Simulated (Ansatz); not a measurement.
Ge₂H₆S⁺, that is (H3Ge)2S with one electron fewer. Charge 1, multiplicity 2. Geometry B3LYP-D4/def2-SVP, that of the neutral singlet; atoms count from 1.

Cartesian coordinates in Å:
```
Ge 0.338 0.255 1.663
H -0.689 1.404 1.589
H 0.381 -0.345 3.079
H 1.728 0.783 1.252
S -0.286 -1.434 0.315
Ge -0.353 -0.335 -1.645
H -1.412 0.786 -1.594
H 1.027 0.278 -1.962
H -0.732 -1.393 -2.696
```

(1) Estimate the Mulliken populations from the PBE0/def2-TZVP orbitals of Ansatz.

(2) Where does the spin sit?

(3) And the Mayer bond orders between bonded heavy atoms (over 0.3)?

## Answers

(1) 
| atom | charge (e) | spin (α − β) |
| --- | --- | --- |
| Ge1 | 0.06 | -0.04 |
| H2 | 0.13 | 0.04 |
| H3 | 0.13 | 0.00 |
| H4 | 0.13 | 0.05 |
| S5 | 0.08 | 0.90 |
| Ge6 | 0.06 | -0.04 |
| H7 | 0.13 | 0.05 |
| H8 | 0.13 | 0.04 |
| H9 | 0.13 | 0.00 |
Mulliken values and Mayer orders depend strongly on the basis.

(2) Summed by element: Ge -0.08, H 0.18, S 0.90, of 1 unpaired in all. Largest on single atoms: S5 0.90, H4 0.05, H7 0.05.

(3) Ge1–S5 0.85 (2.25 Å); S5–Ge6 0.85 (2.25 Å).
